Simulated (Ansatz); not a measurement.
Frontier orbitals of BrCuF3P, SMILES `F[P+](F)(F)[Cu-][Br]`.

Charge 0, multiplicity 1. For Cu the d shell is correlated and the shells below it are frozen. Correlated methods include outer-core shells of Br, which these sets cover unevenly. Scalar relativity is left out up to krypton. The geometry is a stationary point of PBE0-D4/def2-TZVP. It is one conformer, not always the lowest. Basis def2-TZVPP, the Gaussian-basis code of Ansatz.

```tsv
functional	HOMO (eV)	LUMO (eV)	gap (eV)
PBE	-6.27	-2.67	3.60
revPBE	-6.19	-2.55	3.64
PBE0	-7.38	-1.88	5.50
r2SCANh	-6.94	-2.24	4.70
HSE06 (plane-wave form)	-6.98	-2.25	4.73
ωB97M-V	-9.54	0.11	9.65
```

Against PBE, PBE0 changes HOMO and LUMO by −1.11 and +0.79 eV, ωB97M-V by −3.27 and +2.78 eV. A gap of 3.60 eV thus becomes 9.65 eV for the same molecule, so an orbital gap means little without its functional. A positive LUMO is unbound and depends on the basis.
